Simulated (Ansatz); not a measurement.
MgTe₂⁺. Total charge 1; doublet. Geometry PBE-D4/def2-TZVP; atoms count from 1.

```tsv
atom	x (Å)	y (Å)	z (Å)
Mg1	0.819	1.053	0.705
Te2	0.327	-0.321	-1.514
Te3	-1.146	-0.731	0.809
```

In the def2 sets Te takes a core potential; there is no spin–orbit coupling. The structure comes from a short search, and lower isomers may exist.

(1) Estimate the Mulliken populations from the PBE0/def2-TZVP orbitals of Ansatz.

(2) Where does the spin sit?

(3) And the Mayer bond orders between bonded heavy atoms (over 0.3)?

Answers

(1) 
| atom | charge (e) | spin (α − β) |
| --- | --- | --- |
| Mg1 | 0.87 | -0.07 |
| Te2 | 0.07 | 0.53 |
| Te3 | 0.07 | 0.53 |
Mulliken values and Mayer orders depend strongly on the basis.

(2) Summed by element: Mg -0.07, Te 1.07, of 1 unpaired in all. Largest on single atoms: Te2 0.53, Te3 0.53, Mg1 -0.07.

(3) Mg1–Te2 0.86 (2.66 Å); Mg1–Te3 0.86 (2.66 Å); Te2–Te3 1.46 (2.78 Å).
